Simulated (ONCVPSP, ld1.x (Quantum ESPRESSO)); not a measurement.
**Potentials for boron (B) compared**

Generated with ld1.x 7.5 (TM, RRKJ, ultrasoft, PAW), atompaw 4.2 or ONCVPSP 4.0.1. The cutoff is in Ry: for ld1.x and atompaw files where the sum of valence levels is converged to 10 mRy in a Bessel basis, for ONCV files where the hardest occupied wave has 1 mHa per electron of residual kinetic energy. The error is the largest all-electron minus pseudo excitation energy over each file’s own four to seven test configurations (ionisations up to +4, promotions, holes and added fractions of an electron), all of which were solved. The labels leave out finer settings (local radius, basis sizes, second energies), which also bear on the numbers. Spin-polarised tests are not counted. The rows are a selection from randomly drawn settings: files with unsolved tests, undetermined cutoffs or missed reference levels are left out.

| potential | cutoff (Ry) | largest error (meV) | bound ghosts |
| --- | --- | --- | --- |
| ONCV, LDA (Perdew-Zunger), fully relativistic, rc 1.40/3.45 (sp), local smoothed, core correction yes, reference 2s2 2p1, qcut 3.8/4.1, projectors 2/2 | 41 | +427 | none |
| ONCV, PBE, scalar-relativistic, rc 1.00/1.05/0.80 (spd), local smoothed, core correction yes, reference 2s1, qcut 6.2/7.3/13, projectors 2/3/2 | 26 | +207 | none |
| PAW, PBE, scalar-relativistic, rc 1.85/3.90 (sp), local smoothed, core correction yes, reference 2s2 2p1 | 6 | +75 | none |
| ultrasoft, BLYP, non-relativistic, rc 1.35/3.40/3.00 (spd), local smoothed, core correction yes, reference 2s1 2p0 | 10 | +546 | none |

Question: Fill in the row for B: ONCV, Wu-Cohen, scalar-relativistic, rc 1.25/4.00/4.20 (spd), local smoothed, core correction yes, reference 2s2 2p1, qcut 5.9/3.6/2.5, projectors 2/3/2.

Answer: cutoff 25 Ry, largest error +683 meV, bound ghosts: none.

Question: Fill in the row for B: ONCV, PBE, scalar-relativistic, rc 1.75/3.25/3.25 (spd), local smoothed, core correction no, reference 2s1 2p2, qcut 3/3.5/2.8, projectors 2/2/2.

Answer: cutoff 43 Ry, largest error +754 meV, bound ghosts: none.
